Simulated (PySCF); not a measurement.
# How methods differ on the excitation energy of S²⁺

S²⁺ [Ne] 3s2 3p2 (3P) → S²⁺ [Ne] 3s1 3p3 (5S), as a difference of total energies. Computed with PySCF 2.14 in aug-cc-pVTZ-DK, with scalar relativity by spin-free X2C-1e. Correlated levels: valence: [Ne] frozen. The calculations carry no spin-orbit coupling.

```csv
method,excitation energy (eV)
UHF,5.402
MP2 (valence),6.575
SCS-MP2 (valence),7.126
CCSD (valence),6.928
CCSD(T) (valence),6.976
```

Q: How much does correlation contribute at CCSD(T) (valence)?

A: 6.976 − (5.402) = 1.574 eV, measured against UHF.

A first-order spin-orbit estimate (lowest level to lowest level, LS coupling) adds 0.062 eV.
